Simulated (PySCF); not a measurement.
Computed shifts of a molecule CH₆N₂Si₂, PBE/pcSseg-1 in PySCF, GIAO, gas phase, equivalent atoms averaged, in ppm (number of nuclei): ¹⁵N: 530.9 (1), 38.5 (1). ²⁹Si: 9.4 (1), -16.3 (1). ¹³C: 229.8 (1). ¹H: 10.60 (1), 6.28 (1), 5.88 (1), 5.75 (1), 1.79 (1), 1.33 (1). References: ¹⁵N against NH3 (σ = 267.0 ppm); ²⁹Si against TMS (σ = 335.4 ppm); ¹³C against TMS (σ = 182.0 ppm); ¹H against TMS (σ = 31.49 ppm), references at their B3LYP-D3(BJ)/def2-TZVP geometries, non-relativistic. Geometry: B3LYP-D3(BJ)/def2-SVP. Other conformers were not sampled.

**Question.** Which structure fits?
A) C1=N[SiH2]N[SiH2]1
B) N[Si@H]1C=N[SiH2]1
C) N[Si@H]1N=C[SiH2]1

**Answer.** B, N[Si@H]1C=N[SiH2]1
